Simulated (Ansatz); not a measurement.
Geometry optimisation, RKS B3LYP-D4/def2-SVP (Ansatz).

The input (input.yaml):

```yaml
crystal:
  periodic: [false, false, false]
  atoms:
    - { symbol: Hf, position_ang: [-0.21549, 0.402632, 0.2931] }
    - { symbol: Br, position_ang: [-1.604191, -1.388249, -1.465281] }
    - { symbol: O, position_ang: [1.362038, -0.508466, -0.269592] }
    - { symbol: H, position_ang: [1.142624, -1.290066, -0.811059] }
    - { symbol: Cl, position_ang: [-0.133706, 2.661772, -0.342233] }
    - { symbol: Cl, position_ang: [-0.551375, 0.122277, 2.595064] }
basis:
  gaussian: { orbitals: def2-SVP }
hamiltonian:
  xc: b3lyp
  dispersion: d4
relax:
  f_tol: 0.03
  max_steps: 50
```

Run as:

```bash
$ ansatz run input.yaml --threads 2 --pin off --max-ram 3072MiB --backend cpu --events-out ev --progress --plain --runs-dir out
```

Where does it end, and by what steps?

The run converged. After 8 steps the energy has fallen by 0.923 eV; H4 moved furthest, 0.99 Å. Parted: Hf1–H4.

| step | energy less start (eV) | largest force component (eV/Å) | accepted |
| --- | --- | --- | --- |
| 0 | 0.0000 | 1.642 | yes |
| 1 | -0.5277 | 0.491 | yes |
| 2 | -0.6619 | 0.451 | yes |
| 3 | -0.7496 | 0.631 | yes |
| 4 | -0.7948 | 0.924 | yes |
| 5 | -0.8458 | 1.215 | yes |
| 6 | -0.9100 | 0.534 | yes |
| 7 | -0.9224 | 0.146 | yes |
| 8 | -0.9229 | 0.021 | yes |

```xyz
6
Properties=species:S:1:pos:R:3
Hf -0.325 0.200 0.117
Br -2.236 -0.868 -1.107
O 1.285 -0.676 -0.365
H 2.099 -1.121 -0.610
Cl -0.172 2.475 -0.476
Cl -0.650 -0.010 2.441
```

Whether the end is a true minimum wasn't checked by a vibrational analysis.

Time of the run: 49 s on 2 threads of Arm Neoverse V1, with other jobs on the host, peak memory 0.33 GiB.
